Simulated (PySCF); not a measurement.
How methods differ on the ionisation energy of Tb²⁺

Tb²⁺ [Xe] 4f9 (high-spin determinant) → Tb³⁺ [Xe] 4f8 (7F), as a difference of total energies. All numbers are calculated (PySCF 2.14, scalar relativity by spin-free X2C-1e, in x2c-TZVPPall (11s7p7d4f2g, 113 functions)). Correlated levels: valence: [Kr] 4d10 frozen; valence and next inner shell: [Ar] 3d10 frozen. The calculations carry no spin-orbit coupling.

| method | ionisation energy (eV) | plus first-order spin-orbit estimate | difference from reference of that sum (eV) |
| --- | --- | --- | --- |
| UHF | 17.343 | 17.549 | -4.271 |
| LDA | 23.409 | 23.616 | +1.796 |
| PBE | 23.156 | 23.362 | +1.542 |
| PBE0 | 22.027 | 22.234 | +0.414 |
| r2SCAN | 22.420 | 22.626 | +0.806 |
| MP2 (valence) | 21.204 | 21.411 | -0.409 |
| SCS-MP2 (valence) | 20.993 | 21.199 | -0.621 |
| MP2 (valence and next inner shell) | 21.628 | 21.834 | +0.014 |
| SCS-MP2 (valence and next inner shell) | 21.245 | 21.452 | -0.368 |

Reference: 21.82 ± 0.03 eV (semi-empirical (NIST evaluation); NIST Atomic Spectra Database, ionization energies).

A first-order spin-orbit estimate (lowest level to lowest level, LS coupling) adds 0.206 eV.

Errors of the correlated levels include the incompleteness of this basis and the frozen core.

The determinant of Tb²⁺ mixes LS terms, which raises its energy above the lowest term, most at the Hartree-Fock and MP2 levels.
